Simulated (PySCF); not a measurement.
## RbBe: energy against distance

Set-up: basis Rb def2-SVP with ECP28, Be def2-SVP; scalar-relativistic core potentials; PySCF 2.14. Energies in eV from Rb + Be in their ground configurations at the same level. All curves are PBE0. state 1: ²Σ⁺ (doublet), unpaired electrons σ ↑; state 2: doublet, unpaired electrons π ↑, a second solution, started from another occupation; state 3: ⁴Π (quartet), unpaired electrons σ ↑↑, π ↑, a second solution, started from another occupation.

```
R (Å)  state 1  state 2  state 3
3.092  -0.1437   0.3421   1.8732
3.236  -0.2212   0.3583   1.8247
3.379  -0.2625   0.4025   1.8030
3.487  -0.2764   0.4480   1.7996
3.595  -0.2798   0.5007   1.8044
3.703  -0.2754   0.5578   1.8153
3.847  -0.2615   0.6374   1.8362
4.026  -0.2366   0.7369   1.8687
4.242  -0.2025   0.8494   1.9113
4.530  -0.1582   0.9799   1.9672
```

Q: Put a parabola through the three lowest points of the state 1 curve and estimate Re, k and ωe (reduced mass 8.147 u; 1 eV/Å² = 0.16022 mdyn/Å; ωe = 1302.8·√(k/μ) cm⁻¹).

A: Through R = 3.487, 3.595, 3.703 Å the second-order coefficient is 0.334 eV/Å², so Re ≈ 3.588 Å, k ≈ 0.107 mdyn/Å and ωe ≈ 149 cm⁻¹. A polynomial fit of higher order to the unrounded PBE0 energies gives Re = 3.582 Å, k = 0.110 mdyn/Å, ωe = 151 cm⁻¹; anharmonicity and rounding make the difference.

The higher-order fit for each curve: state 1: Re = 3.582 Å, ωe = 151 cm⁻¹, De = 0.280 eV; state 3: Re = 3.473 Å, ωe = 155 cm⁻¹, minimum 1.80 eV above the ground-state fragments. State 2 gave no clean fit.

The bond is weak. Basis-set superposition, not corrected here, can be much of De in a small basis, most of all at correlated wavefunction levels. Functionals without a dispersion term scatter widely for such bonds, and LDA overbinds them. Spin–orbit coupling is left out. The state is the lowest determinant that a PBE0 search found; another state may lie lower at other levels.
